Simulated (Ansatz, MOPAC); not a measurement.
Process, species as SMILES: [C-]#CCO → C(C[O-])#C

Wanted: isomerisation energy (enthalpy at 298 K), in kcal/mol. Conventions: frozen cores in correlated levels; PM7 with its own dispersion and hydrogen-bond terms; 6-31G* and kin with 6d, 5d where marked; non-relativistic; no dispersion term unless named; 6-311+G** with 5d; no spin-orbit coupling. Basis-set limits of correlation are two-point, X^-3; Hartree-Fock from the larger set. The bracket is a focal-point correction in the basis named. Ab initio and DFT rows: single points at B3LYP-D3(BJ) geometries (Ansatz, a first-principles code), with unscaled harmonic terms from B3LYP/6-31G* at its own minima. Semi-empirical rows: MOPAC heats of formation at their own minima for 298 K. Anions need diffuse functions, which STO-3G, LANL2DZ, def2-SVP, cc-pVDZ and Pople sets without + lack.

Coupled cluster (Ansatz) is a level with limits of its own, used here on species with T1 under 0.025 (0.045 for open shells) and stable references: RI-MP2/CBS(aug-cc-pVTZ,aug-cc-pVQZ)+[CCSD(T)-MP2]/aug-cc-pVTZ.

Value to compare with, RI-MP2/CBS(aug-cc-pVTZ,aug-cc-pVQZ)+[CCSD(T)-MP2]/aug-cc-pVTZ (Ansatz): -1.0 kcal/mol.

```json
[
 {"level": "PM7", "program": "MOPAC", "isomerisation energy (enthalpy at 298 K) (kcal/mol)": "-13.5", "difference": "-12.5"},
 {"level": "HF/6-311+G**", "program": "Ansatz", "isomerisation energy (enthalpy at 298 K) (kcal/mol)": "2.5", "difference": "3.5"},
 {"level": "B3LYP/STO-3G", "program": "Ansatz", "isomerisation energy (enthalpy at 298 K) (kcal/mol)": "11.3", "difference": "12.3"},
 {"level": "B3LYP/6-31+G*", "program": "Ansatz", "isomerisation energy (enthalpy at 298 K) (kcal/mol)": "-4.2", "difference": "-3.2"},
 {"level": "B3LYP/6-31G**", "program": "Ansatz", "isomerisation energy (enthalpy at 298 K) (kcal/mol)": "-4.6", "difference": "-3.6"},
 {"level": "B3LYP/6-311+G**", "program": "Ansatz", "isomerisation energy (enthalpy at 298 K) (kcal/mol)": "-2.9", "difference": "-1.9"},
 {"level": "B3LYP/def2-TZVPD", "program": "Ansatz", "isomerisation energy (enthalpy at 298 K) (kcal/mol)": "-4.4", "difference": "-3.4"},
 {"level": "B3LYP-D3(BJ)/def2-TZVPD", "program": "Ansatz + dftd3", "isomerisation energy (enthalpy at 298 K) (kcal/mol)": "-4.0", "difference": "-3.0"},
 {"level": "PBE0/def2-TZVPD", "program": "Ansatz", "isomerisation energy (enthalpy at 298 K) (kcal/mol)": "-3.9", "difference": "-2.9"}
]
```

2 of the 6 habitual levels lie above RI-MP2/CBS(aug-cc-pVTZ,aug-cc-pVQZ)+[CCSD(T)-MP2]/aug-cc-pVTZ (Ansatz); their mean absolute difference is 6.2 kcal/mol, the median 3.5.

The levels are drawn from those run, B3LYP/6-31G* more often than the rest, none by its result; runs whose electronic state is in doubt are left out.
